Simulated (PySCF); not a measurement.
Species: C₇H₁₄B₂O₂.
Atom-mapped SMILES: `[CH3:1][B:2]([CH3:3])[C@:4]12[CH2:5][C@:6]([B:7]([OH:8])[OH:9])([CH2:10]1)[CH2:11]2`

Definitions: NICS(0) = −σiso at the ring centroid; NICS(1) = −σiso and NICS(1)zz = −σzz at ±1 Å along the ring normal z. Level: GIAO CAM-B3LYP/pcSseg-1 (PySCF, non-relativistic, gas phase) on the PBE0-D3(BJ)/def2-SVP geometry, one conformer.

Ring bond lengths (Å): C4–C5 1.560, C5–C6 1.558, C6–C10 1.553, C10–C4 1.554; C4–C5 1.560, C5–C6 1.558, C6–C11 1.554, C11–C4 1.560.

**Question.** What do the NICS probes read (ppm)?

**Answer.** 
```
        ring                                            type  NICS(0)  NICS(1), two faces  NICS(1)zz, two faces  rms pucker (Å)  centre to ring atoms, mean (Å)
C4–C5–C6–C10  4-membered carbocycle; formal bonds all single     -7.8        -27.6 / -4.2          -17.9 / -1.7            0.30                            1.06
C4–C5–C6–C11  4-membered carbocycle; formal bonds all single     -7.4        -3.7 / -28.7          -0.9 / -20.7            0.31                            1.06
```

**Question.** What do they say, and how far can they be read as aromaticity?

**Answer.** 
- C4–C5–C6–C10: mean NICS(1)zz -9.8 ppm, shielded. C4, C5, C6, C10 have four or more neighbours, and the NICS criterion for π rings isn't applied. The two faces differ by 16.2 ppm, so no symmetry operation interchanges them. NICS(0) lies 8 ppm above the mean NICS(1).
- C4–C5–C6–C11: mean NICS(1)zz -10.8 ppm, shielded. C4, C5, C6, C11 have four or more neighbours; no verdict on aromaticity is drawn. The two faces differ by 19.8 ppm, so no symmetry operation interchanges them. NICS(0) lies 9 ppm above the mean NICS(1).

**Question.** Give the inner angles of the rings.

**Answer.** 
- C4–C5–C6–C10: C4 86.2°, C5 75.9°, C6 86.3°, C10 76.2°; sum 324.6° against 360° for a flat convex ring.
- C4–C5–C6–C11: C4 85.2°, C5 75.9°, C6 85.5°, C11 76.0°; sum 322.7° against 360° for a flat convex ring.

**Question.** How shielded are the nuclei of the rings and their hydrogens (means over atoms taken as equivalent)?

**Answer.** 
```
       atoms                environment  σ isotropic (ppm)  principal values of the symmetric part, first atom (ppm)
          C4  sp3 carbon bound to boron              138.5                                       116.0, 125.5, 174.1
     C5 (×3)  four-membered-ring carbon              131.1                                       117.7, 118.3, 145.1
          C6  sp3 carbon bound to boron              149.3                                       130.5, 139.0, 178.3
H on C5 (×6)         methylene hydrogen              29.76                                          26.7, 27.7, 35.1
```

**Question.** How do the values depend on the level or the medium?

**Answer.** 
```json
{"level": "CAM-B3LYP/pcSseg-1, gas", "NICS(0), C4–C5–C6–C10": "-7.8", "mean NICS(1)zz, C4–C5–C6–C10": "-9.8", "NICS(0), C4–C5–C6–C11": "-7.4", "mean NICS(1)zz, C4–C5–C6–C11": "-10.8"}
{"level": "PBE0/pcSseg-1, gas", "NICS(0), C4–C5–C6–C10": "-8.0", "mean NICS(1)zz, C4–C5–C6–C10": "-9.5", "NICS(0), C4–C5–C6–C11": "-7.5", "mean NICS(1)zz, C4–C5–C6–C11": "-10.6"}
{"level": "PBE0/pcSseg-1, IEF-PCM chloroform", "NICS(0), C4–C5–C6–C10": "-7.9", "mean NICS(1)zz, C4–C5–C6–C10": "-9.4", "NICS(0), C4–C5–C6–C11": "-7.5", "mean NICS(1)zz, C4–C5–C6–C11": "-10.4"}
{"level": "PBE0/pcSseg-1, IEF-PCM water", "NICS(0), C4–C5–C6–C10": "-7.8", "mean NICS(1)zz, C4–C5–C6–C10": "-9.3", "NICS(0), C4–C5–C6–C11": "-7.4", "mean NICS(1)zz, C4–C5–C6–C11": "-10.4"}
```

The geometry is the same throughout; the continuum's cavity takes Bondi-type radii × 1.2.

The run took 69 s wall on an Arm Neoverse V2 with one thread, no GPU, on a shared host, and the process peaked at 1.4 GiB of memory. This is the whole shielding run at CAM-B3LYP/pcSseg-1, SCF included.

The values belong to the conformer `[CH3:1][B:2]([CH3:3])[C@:4]12[CH2:5][C@:6]([B:7]([OH:8])[OH:9])([CH2:10]1)[CH2:11]2`: C1–B2–C4–C5 -60°, C5–C6–B7–O8 -101°, H–O8–B7–C6 -1°, H–O9–B7–C6 1°.
